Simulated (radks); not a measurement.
Q: These are the eigenvalues of the occupied orbitals of an atom or ion with whole-number occupations (hartree). Calculated with a radial shooting solver on a logarithmic mesh with Libxc functionals: non-relativistic Kohn-Sham, r2SCAN, spin-polarised, spherical densities, point nucleus; meta-GGA in the generalised Kohn-Sham scheme.

orbital  eigenvalue
1s down   -2027.060
1s up     -2027.060
2s up     -328.8387
2s down   -328.8363
2p up     -313.9304
2p down   -313.9287
3s up     -73.85326
3s down   -73.79707
3p up     -67.07651
3p down   -67.02532
3d up     -54.47823
3d down   -54.44096
4s up     -14.55765
4s down   -14.46698
4p up     -11.79213
4p down   -11.70100
4d up      -6.82142
4d down    -6.72970
5s up      -1.87221
5s down    -1.82770
5p up      -1.12573
5p down    -1.08381
4f up      -0.58929
4f down    -0.50242
6s up      -0.15807
6s down    -0.14071
5d up      -0.11517

Which element is it, and in what charge state? The configuration may be excited. Open shells, if any, are filled with parallel spins first.

A: Z = 69, thulium, charge 0: Tm in [Xe] 4f12 5d1 6s2. The list shows which subshells hold electrons but not how many an open one holds; the 1s level, -2027.1 hartree, gives Z - s = 63.7 by -(Z - s)^2/2, which with screening narrows Z to a few neighbours, and the depths of the outer levels then fix element, charge and occupations together.
